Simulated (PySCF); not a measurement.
# Fractional electron number in Cu⁺ (copper, charge +1)

The 3d beta orbital of [Ar] 3d10 is emptied in steps (occupation f), with all orbitals relaxed, ending at [Ar] 3d9. Calculation: PySCF 2.14, in aug-cc-pVTZ-DK (8s7p5d3f2g, 93 functions); the spin-free X2C one-electron Hamiltonian (Gaussian nucleus). The exact energy is a straight line in f; departures are measured from the line between the end points of the same method.

| f | BHandHLYP (eV) | wB97X (eV) | CAM-B3LYP (eV) |
| --- | --- | --- | --- |
| 1 | 0.000 | 0.000 | 0.000 |
| 0.75 | -0.294 | -0.381 | -0.584 |
| 0.5 | -0.421 | -0.532 | -0.803 |
| 0.25 | -0.335 | -0.415 | -0.620 |
| 0 | 0.000 | 0.000 | 0.000 |

Q: For BHandHLYP, how does the orbital energy at f = 1 compare with the removal energy?

A: −ε = 18.158 eV against a total-energy difference of 19.595 eV. By Janak's theorem ε = ∂E/∂f, so the gap between them reflects the curvature. Along the path −ε is 18.719 (f = 0.75), 19.486 (f = 0.5), 20.415 (f = 0.25) eV.

```json
{"method": "BHandHLYP", "E(f=0) − E(f=1) (eV)": "19.595", "−ε at f=1 (eV)": "18.158", "−ε at f=0.5 (eV)": "19.486"}
{"method": "wB97X", "E(f=0) − E(f=1) (eV)": "20.327", "−ε at f=1 (eV)": "18.404", "−ε at f=0.5 (eV)": "20.235"}
{"method": "CAM-B3LYP", "E(f=0) − E(f=1) (eV)": "20.569", "−ε at f=1 (eV)": "17.560", "−ε at f=0.5 (eV)": "20.475"}
```

Reference removal energy between the ground levels: 20.292 eV (measured; NIST Atomic Spectra Database, ionization energies). The calculation has no spin-orbit coupling.
